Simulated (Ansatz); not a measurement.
`C[SiH]([GeH3])C#N` + `C=CN[SiH2]Cl` → `C=C[N]([GeH3])[SiH2]Cl` + `C[SiH2]C#N`  (cleavage of the Ge–Si bond)

Gas-phase electronic energies from Ansatz, PBE0-D4/def2-TZVP geometries. CCSD(T)/CBS is the MP2 limit (def2-TZVPP, def2-QZVPP) plus CCSD(T) − MP2 in def2-TZVPP, frozen cores. DFT in def2-TZVPP. For Ge outer-core shells are correlated without core-valence functions, which leaves a few kJ/mol of doubt a bond. Scalar relativity is left out up to krypton. Each species was taken in one conformer, which may not be the lowest.

Q: Is it downhill or uphill in electronic energy at CCSD(T)/CBS, and by how much? (Estimate.)

A: Ansatz gave: Uphill: ΔE = +3.8 kJ/mol.

Q: What do these levels give: ωB97X-V, PBE0, HF/def2-TZVPP, SCS-MP2/def2-TZVPP, CCSD/def2-TZVPP, CCSD/CBS(def2)? (Best estimate.)

A: The calculation gave: ωB97X-V 8.4, PBE0 24.6, HF/def2-TZVPP 5.3, SCS-MP2/def2-TZVPP -5.2, CCSD/def2-TZVPP 3.1, CCSD/CBS(def2) 5.5 kJ/mol.

Largest T1 diagnostic among the species: 0.012.

In def2-TZVPP, CCSD(T) changes the Hartree–Fock value by −3.8 kJ/mol (the triples alone add −1.6 kJ/mol) and MP2 by −9.5 kJ/mol. From PBE to PBE0 (25 % exact exchange), in def2-TZVPP and without D4, ΔE moves by −3.9 kJ/mol.
